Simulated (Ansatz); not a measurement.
An input meant for Sn₂O₄ (charge 0, singlet; atoms displaced at random, 0.08 Å in each coordinate).

```yaml
crystal:
  periodic: [false, false, false]
  atoms:
    - {symbol: Sn, position_ang: [-1.466333, -0.903441, -0.409757]}
    - {symbol: Sn, position_ang: [1.583731, -0.330903, 0.590551]}
    - {symbol: O, position_ang: [-0.581897, 1.209129, -0.593711]}
    - {symbol: O, position_ang: [0.276130, -1.716190, -0.157979]}
    - {symbol: O, position_ang: [-0.666598, 0.561949, 0.973930]}
    - {symbol: O, position_ang: [0.832871, 1.208574, -0.622922]}
basis:
  gaussian: {orbitals: def2-TZVP}
hamiltonian: {xc: {name: B3LYP-D3}, dispersion: d3bj}
scf: {omitted_lower_state_checks: [starts]}
```

```sh
$ ansatz run in.yaml --threads 4 --pin off --events-out ev --progress --plain --max-ram 8704MiB
```

Problem. Predict how Ansatz answers.

Solution. The input was rejected before any iteration. The method's name isn't one that the program takes here.
```
Error: YAML parse error: error: line 12 column 19: hamiltonian.xc: no functional is named "B3LYP-D3"; the names, which are not case-sensitive, are SVWN5, SPW92, PBE, PBE0, PBEsol, revPBE, revPBE0, RPBE, rPW86-PBE, HSE06, wPBEh, LC-wPBE, HISS, HF, BLYP, B3LYP, B3LYP5, BHLYP, CAM-B3LYP, r2SCAN, r2SCANh, r2SCAN0, r2SCAN50, m-r2SCAN, B97, wB97, wB97X, wB97X-V, B97M-V, wB97M-V, B2PLYP, B2GP-PLYP, PBE0-DH, PBE-QIDH
10 | basis:
11 |   gaussian: {orbitals: def2-TZVP}
12 | hamiltonian: {xc: {name: B3LYP-D3}, dispersion: d3bj}
13 | scf: {omitted_lower_state_checks: [starts]}
```
